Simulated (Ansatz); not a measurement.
Geometry optimisation of InCl2I (InICl₂).

```yaml
crystal:
  periodic: [false, false, false]
  atoms:
    - {symbol: In, position_ang: [0.054360, 0.091030, -0.000800]}
    - {symbol: Cl, position_ang: [2.342800, 0.052020, 0.011350]}
    - {symbol: Cl, position_ang: [-1.078410, 2.080680, -0.018480]}
    - {symbol: I, position_ang: [-1.318750, -2.223730, 0.007940]}
basis:
  gaussian: {orbitals: def2-SVP}
hamiltonian: {xc: pbe0, dispersion: d4}
scf: {omitted_lower_state_checks: [starts]}
output: {orbitals: {seedname: orbitals}}
relax: {f_tol: 0.02, max_steps: 100}
```

```sh
$ ansatz run in.yaml --threads 4 --pin off --events-out ev --progress --plain --max-ram 3916MiB
```

It prints (some lines left out):

```
Functional definition: PBE0
mean field -38308.44501531 eV, -1407.8093879158 hartree, gradient 6.7e-5 eV, S^2 0.000000; 0 other end points of the search recorded, 0 dependent functions left out
relax step   1: F+E_penalty+E_count = -38308.58243100 eV  Δ(F+E_penalty+E_count) = +0.000e0 eV  max|allowed force component| = 9.728e-1 eV/Å  Δτ_max = 0.0000 Å  (24 SCF iters, accepted)
mean field -38308.48120486 eV, -1407.8107178576 hartree, gradient 1.8e-5 eV, S^2 0.000000; 0 other end points of the search recorded, 0 dependent functions left out
relax step   2: F+E_penalty+E_count = -38308.61842169 eV  Δ(F+E_penalty+E_count) = -3.599e-2 eV  max|allowed force component| = 1.588e-1 eV/Å  Δτ_max = 0.0436 Å  (29 SCF iters, accepted)
mean field -38308.48477390 eV, -1407.8108490174 hartree, gradient 1.6e-5 eV, S^2 0.000000; 0 other end points of the search recorded, 0 dependent functions left out
relax step   3: F+E_penalty+E_count = -38308.62144680 eV  Δ(F+E_penalty+E_count) = -3.025e-3 eV  max|allowed force component| = 2.492e-2 eV/Å  Δτ_max = 0.0366 Å  (29 SCF iters, accepted)
mean field -38308.48475589 eV, -1407.8108483554 hartree, gradient 1.3e-5 eV, S^2 0.000000; 0 other end points of the search recorded, 0 dependent functions left out
relax step   4: F+E_penalty+E_count = -38308.62158662 eV  Δ(F+E_penalty+E_count) = -1.398e-4 eV  max|allowed force component| = 8.363e-4 eV/Å  Δτ_max = 0.0066 Å  (24 SCF iters, accepted)
mean field -38308.48475589 eV, -1407.8108483554 hartree, gradient 1.3e-5 eV, S^2 0.000000; 0 other end points of the search recorded, 0 dependent functions left out
Total energy: -38308.62161660 eV, -1407.8158778936 hartree
Atom 0 at     0.025978     0.043802    -0.000157 Å, force    -0.000237    -0.000373     0.000016 eV/Å
Atom 1 at     2.353489     0.077425     0.011078 Å, force     0.000836     0.000113    -0.000002 eV/Å
Atom 2 at    -1.061056     2.102099    -0.018694 Å, force    -0.000294     0.000783    -0.000012 eV/Å
Atom 3 at    -1.318411    -2.223326     0.007784 Å, force    -0.000305    -0.000522    -0.000003 eV/Å
Dipole moment:    -0.129515    -0.218418     0.000758 e Å
Checks for a lower state left out: starts
```

It took 7.5 s on 4 threads of Arm Neoverse V2 on a shared host.

In the def2 sets I, In take a core potential; there is no spin–orbit coupling.
